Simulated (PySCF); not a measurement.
C₆H₆, SMILES C(C=C)(=C)C#C.

Geometry optimised at B3LYP-D3(BJ)/def2-SVP. Other conformers were not sampled.

All values below come from TDA-PBE/def2-SVPD (PySCF).

Vertical excitations. The molecule is in vacuum. State labels are in the subgroup Cs.

| state | symmetry | energy (eV) | λ (nm) | f | main pairs |
|---|---|---|---|---|---|
| S1 | A" | 4.65 | 267 | 0.000 | HOMO−2→LUMO 100 % |
| S2 | A' | 4.81 | 258 | 0.021 | HOMO−1→LUMO 69 %, HOMO→LUMO+1 22 % |
| S3 | A' | 5.27 | 235 | 0.303 | HOMO→LUMO 66 %, HOMO→LUMO+1 10 % |
| S4 | A" | 5.78 | 214 | 0.000 | HOMO→LUMO+2 100 % |
| S5 | A' | 5.98 | 207 | 0.223 | HOMO→LUMO+1 52 %, HOMO−1→LUMO 18 %, HOMO−1→LUMO+1 13 %, HOMO−2→LUMO+2 11 % |
| S6 | A" | 6.25 | 198 | 0.000 | HOMO−2→LUMO+1 97 % |
| S7 | A" | 6.28 | 197 | 0.001 | HOMO→LUMO+3 98 % |
| S8 | A" | 6.54 | 190 | 0.000 | HOMO−3→LUMO 96 % |
| S9 | A" | 6.62 | 187 | 0.012 | HOMO→LUMO+4 98 % |
| S10 | A" | 6.82 | 182 | 0.001 | HOMO−1→LUMO+2 98 % |
| T1 | A' | 2.88 | 431 | 0 | HOMO→LUMO 98 % |
| T2 | A' | 4.11 | 301 | 0 | HOMO−1→LUMO 80 %, HOMO→LUMO+1 18 % |
| T3 | A" | 4.49 | 276 | 0 | HOMO−2→LUMO 97 % |
| T4 | A' | 4.93 | 251 | 0 | HOMO→LUMO+1 78 %, HOMO−1→LUMO 19 % |
Triplets are in the Tamm–Dancoff approximation.
